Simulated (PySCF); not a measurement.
BeCl2, triplet, geometry from GFN2-xTB (such geometries of metal compounds can be far from the true shape) (a higher spin typed on purpose: for a closed-shell molecule this is an excited state), with bond 3-1 at 3.0 times its length; HF/6-311G** (PySCF).

PySCF was given this input:
```python
from pyscf import gto, scf

mol = gto.M(
    atom='''
Be    0.85852233   -0.70764012    0.71422992
Cl    0.82809637    0.31174954   -0.97443787
Cl   -4.80734952    0.97954230    0.99069147
''',
    basis='6-311g**',
    spin=2,
    verbose=4,
)

mf = scf.UHF(mol)
mf.kernel()
mo_i, mo_e, stable_i, stable_e = mf.stability(internal=True, external=True, return_status=True, nroots=6, tol=1e-6)
print('internally stable:', stable_i, ' externally stable:', stable_e)
if not stable_i:
    umf = mf.copy()
    umf.scf_summary = {}
    umf.kernel(umf.make_rdm1(mo_i, mf.mo_occ))
```

What the program printed (banner, timings and long lists left out):

```
PySCF version 2.14.0

[INPUT] verbose = 4
[INPUT] num. atoms = 3
[INPUT] num. electrons = 38
[INPUT] charge = 0
[INPUT] spin (= nelec alpha-beta = 2S) = 2
[INPUT] symmetry False subgroup None
[INPUT] Mole.unit = angstrom
[INPUT] Symbol           X                Y                Z      unit          X                Y                Z       unit  Magmom
[INPUT]  1 Be     0.858522330000  -0.707640120000   0.714229920000 AA    1.622372075523  -1.337246021554   1.349698938770 Bohr   0.0
[INPUT]  2 Cl     0.828096370000   0.311749540000  -0.974437870000 AA    1.564875344046   0.589121250059  -1.841420699705 Bohr   0.0
[INPUT]  3 Cl    -4.807349520000   0.979542300000   0.990691470000 AA   -9.084573977859   1.851066674427   1.872135552243 Bohr   0.0

nuclear repulsion = 49.7863268278972
number of shells = 32
number of NR pGTOs = 127
number of NR cGTOs = 70
basis = 6-311g**
ecp = {}

******** <class 'pyscf.scf.uhf.UHF'> ********
method = UHF
initial guess = minao
damping factor = 0
level_shift factor = 0
DIIS = <class 'pyscf.scf.diis.CDIIS'>
diis_start_cycle = 1
diis_space = 8
diis_damp = 0
SCF conv_tol = 1e-09
SCF conv_tol_grad = None
SCF max_cycles = 50
direct_scf = True
direct_scf_tol = 1e-13
number electrons alpha = 20  beta = 18
Set gradient conv threshold to 3.16228e-05
init E= -933.395031847253

cycle= 1 E= -933.591149220075  delta_E= -0.196  |g|= 0.202  |ddm|=  1.1
cycle= 2 E= -933.635123825784  delta_E= -0.044  |g|= 0.0885  |ddm|= 0.441
cycle= 3 E= -933.642909947124  delta_E= -0.00779  |g|= 0.0346  |ddm|= 0.131
cycle= 4 E= -933.645602799139  delta_E= -0.00269  |g|= 0.0115  |ddm|= 0.105
cycle= 5 E= -933.64592103324  delta_E= -0.000318  |g|= 0.00467  |ddm|= 0.0344
cycle= 6 E= -933.645968499292  delta_E= -4.75e-05  |g|= 0.00204  |ddm|= 0.0127
cycle= 7 E= -933.645978782199  delta_E= -1.03e-05  |g|= 0.000639  |ddm|= 0.00705
cycle= 8 E= -933.645979966492  delta_E= -1.18e-06  |g|= 0.000253  |ddm|= 0.00238
cycle= 9 E= -933.645980266762  delta_E= -3e-07  |g|= 0.000218  |ddm|= 0.000768
cycle= 10 E= -933.645980543902  delta_E= -2.77e-07  |g|= 0.000214  |ddm|= 0.000655
cycle= 11 E= -933.645980785799  delta_E= -2.42e-07  |g|= 0.000214  |ddm|= 0.00057
cycle= 12 E= -933.645981046682  delta_E= -2.61e-07  |g|= 0.000214  |ddm|= 0.000615
cycle= 13 E= -933.645981270513  delta_E= -2.24e-07  |g|= 0.000214  |ddm|= 0.000528
cycle= 14 E= -933.645981444641  delta_E= -1.74e-07  |g|= 0.000214  |ddm|= 0.000411
cycle= 15 E= -933.645981706427  delta_E= -2.62e-07  |g|= 0.000214  |ddm|= 0.000617
cycle= 16 E= -933.645982069218  delta_E= -3.63e-07  |g|= 0.000214  |ddm|= 0.000855
cycle= 17 E= -933.645982653967  delta_E= -5.85e-07  |g|= 0.000214  |ddm|= 0.00138
cycle= 18 E= -933.645982607438  delta_E= 4.65e-08  |g|= 0.000214  |ddm|= 0.00011
cycle= 19 E= -933.645988834892  delta_E= -6.23e-06  |g|= 0.000217  |ddm|= 0.0147
cycle= 20 E= -933.646033744838  delta_E= -4.49e-05  |g|= 0.00367  |ddm|= 0.133
cycle= 21 E= -933.646001552176  delta_E= 3.22e-05  |g|= 0.000363  |ddm|= 0.103
cycle= 22 E= -933.646009888526  delta_E= -8.34e-06  |g|= 0.000788  |ddm|= 0.0207
cycle= 23 E= -933.645766983676  delta_E= 0.000243  |g|= 0.0211  |ddm|= 0.257
cycle= 24 E= -933.645982706353  delta_E= -0.000216  |g|= 0.0114  |ddm|= 0.075
cycle= 25 E= -933.646035091965  delta_E= -5.24e-05  |g|= 0.0051  |ddm|= 0.0742
cycle= 26 E= -933.646040103978  delta_E= -5.01e-06  |g|= 0.00449  |ddm|= 0.00145
cycle= 27 E= -933.645975089886  delta_E= 6.5e-05  |g|= 0.00165  |ddm|= 0.189
cycle= 28 E= -933.646036999741  delta_E= -6.19e-05  |g|= 0.000355  |ddm|= 0.142
cycle= 29 E= -933.645542945652  delta_E= 0.000494  |g|= 0.0281  |ddm|= 0.313
cycle= 30 E= -933.645512001217  delta_E= 3.09e-05  |g|= 0.0288  |ddm|= 0.00311
cycle= 31 E= -933.645457183059  delta_E= 5.48e-05  |g|= 0.0301  |ddm|= 0.00535
cycle= 32 E= -933.64539019064  delta_E= 6.7e-05  |g|= 0.0316  |ddm|= 0.00672
cycle= 33 E= -933.646033647327  delta_E= -0.000643  |g|= 0.0098  |ddm|= 0.142
cycle= 34 E= -933.642003295236  delta_E= 0.00403  |g|= 0.0754  |ddm|= 0.316
cycle= 35 E= -933.646033804384  delta_E= -0.00403  |g|= 0.00119  |ddm|= 0.496
cycle= 36 E= -933.646061253066  delta_E= -2.74e-05  |g|= 0.000588  |ddm|= 0.0665
cycle= 37 E= -933.646092328825  delta_E= -3.11e-05  |g|= 0.00473  |ddm|= 0.134
cycle= 38 E= -933.64610514131  delta_E= -1.28e-05  |g|= 0.00649  |ddm|= 0.0957
cycle= 39 E= -933.646020055023  delta_E= 8.51e-05  |g|= 0.0129  |ddm|= 0.0446
cycle= 40 E= -933.64606311452  delta_E= -4.31e-05  |g|= 0.0112  |ddm|= 0.0559
cycle= 41 E= -933.64611313905  delta_E= -5e-05  |g|= 0.00721  |ddm|= 0.0415
cycle= 42 E= -933.646022095263  delta_E= 9.1e-05  |g|= 0.0143  |ddm|= 0.194
cycle= 43 E= -933.646053456011  delta_E= -3.14e-05  |g|= 0.0127  |ddm|= 0.0247
cycle= 44 E= -933.646049399835  delta_E= 4.06e-06  |g|= 0.013  |ddm|= 0.0493
cycle= 45 E= -933.646177399811  delta_E= -0.000128  |g|= 0.000434  |ddm|= 0.0643
cycle= 46 E= -933.646168855909  delta_E= 8.54e-06  |g|= 0.00399  |ddm|= 0.0798
cycle= 47 E= -933.646177770452  delta_E= -8.91e-06  |g|= 0.00201  |ddm|= 0.0199
cycle= 48 E= -933.646177707066  delta_E= 6.34e-08  |g|= 0.00209  |ddm|= 0.00862
cycle= 49 E= -933.646180884784  delta_E= -3.18e-06  |g|= 0.000333  |ddm|= 0.00748
cycle= 50 E= -933.646181313518  delta_E= -4.29e-07  |g|= 7.27e-05  |ddm|= 0.0173
SCF not converged.
SCF energy = -933.646181313518 after 50 cycles  <S^2> = 2.0064748  2S+1 = 3.0043134
uhf_internal: lowest eigs of H = [3.16625416e-04 7.72633049e-04 2.47467264e-01 2.47641265e-01
 4.53759322e-01 4.80153067e-01]
<class 'pyscf.scf.uhf.UHF'> wavefunction is stable in the internal stability analysis
uhf_real2complex: lowest eigs of H = [0.01165568 0.01188784 0.1357928  0.13590276 0.25889879 0.2589529 ]
<class 'pyscf.scf.uhf.UHF'> wavefunction is stable in the real -> complex stability analysis
uhf_external: lowest eigs of H = [-4.24374041e-03 -4.00490233e-03 -9.07547218e-06  1.77981325e-07
  1.35315473e-01  1.35418972e-01]
<class 'pyscf.scf.uhf.UHF'> wavefunction has an UHF/UKS -> GHF/GKS instability
internally stable: True  externally stable: False
```

The run did not converge; its last values are not results.
